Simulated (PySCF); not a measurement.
Input of a run (PBE0-D3(BJ)/def2-SVP geometry optimisation, gas phase (PySCF 2.14.0)), started from GFN2-xTB:
```
{"job": {"xc": "PBE0", "basis": "def2-SVP", "d3": "d3bj", "grid": 1, "shake": 0.01, "kind": "geom"}, "charge": 0, "multiplicity": 1}
C      2.303040     1.338310     0.116680
C      1.713720    -0.035140    -0.119850
C      0.484980    -0.298080     0.757350
C      0.072590    -1.717840     0.672240
C     -1.244410    -2.023700     0.515390
C     -2.278950    -0.930250     0.432770
Ge    -1.153570     0.699160     0.281090
N     -1.103600     1.205230    -1.485580
H      1.507050     2.118280    -0.040900
H      3.112210     1.560530    -0.549220
H      2.624800     1.467590     1.146110
H      1.430080    -0.139140    -1.156750
H      2.466290    -0.763870     0.081620
H      0.768540    -0.087430     1.812240
H      0.788580    -2.504670     0.737140
H     -1.580250    -3.028810     0.470780
H     -2.897150    -0.926110     1.328060
H     -2.944500    -1.102200    -0.409450
H     -1.560360     1.848160     1.219590
H     -2.045410     1.365100    -1.903360
H     -0.534840     1.977150    -1.728230
```

Output (energies in Eh, forces in Eh/bohr):
```
step   0  E = -2367.14533876  max force = 0.053011
step   1  E = -2367.15219605  max force = 0.010671
step   2  E = -2367.15312376  max force = 0.003585
step   3  E = -2367.15347816  max force = 0.004253
step   4  E = -2367.15356276  max force = 0.003653
step   5  E = -2367.15367657  max force = 0.001839
step   6  E = -2367.15373199  max force = 0.000692
step   7  E = -2367.15374731  max force = 0.000834
step   8  E = -2367.15376032  max force = 0.000915
step   9  E = -2367.15377186  max force = 0.000575
step  10  E = -2367.15378223  max force = 0.000609
step  11  E = -2367.15378828  max force = 0.000376
optimisation converged
```

Q: Summarise the run.

A: The energy falls by 22.2 kJ/mol over 12 energy and gradient evaluations, the largest force component goes from 0.0530 to 3.8e-04 Eh/bohr, and the atoms move by 0.126 Å rms after alignment. The bond that changes most is C2–H13 (chain CH2 carbon to methylene hydrogen), which lengthens by 0.039 Å. Bonds longer at the end by more than 0.005 Å: 13 of 21; shorter: 5. Among the angles that change most is Ge7–N8–H21, from 117.8° to 114.8°. The energy never rose by more than 1e-6 Eh on the way. The first step brought 81 % of the lowering.

Q: What are the final bond lengths?

A: C1–C2 1.520 Å, C2–C3 1.529 Å, C3–C4 1.507 Å, C4=C5 1.341 Å, C5–C6 1.504 Å, C6–Ge7 1.963 Å, Ge7–N8 1.846 Å, C3–Ge7 1.979 Å, C1–H9 1.103 Å, C1–H10 1.100 Å, C1–H11 1.102 Å, C2–H12 1.103 Å, C2–H13 1.105 Å, C3–H14 1.107 Å, C4–H15 1.097 Å, C5–H16 1.096 Å, C6–H17 1.103 Å, C6–H18 1.103 Å, Ge7–H19 1.550 Å, N8–H20 1.017 Å, N8–H21 1.017 Å. Numbering counts from 1 in the input's order; the species is `CC[C@@H]1C=C[CH2][Ge@@H]1[NH2]`.

The run used 195 basis functions and 81 SCF cycles in all. Hardware: an Intel Xeon at 2.50 GHz with one thread, on a shared host. Cost: 10 min, 0.92 GiB resident at most.

No PBE0-D3(BJ)/def2-SVP frequencies stand behind this structure, so it isn't proved a minimum. One conformer, not necessarily the lowest.
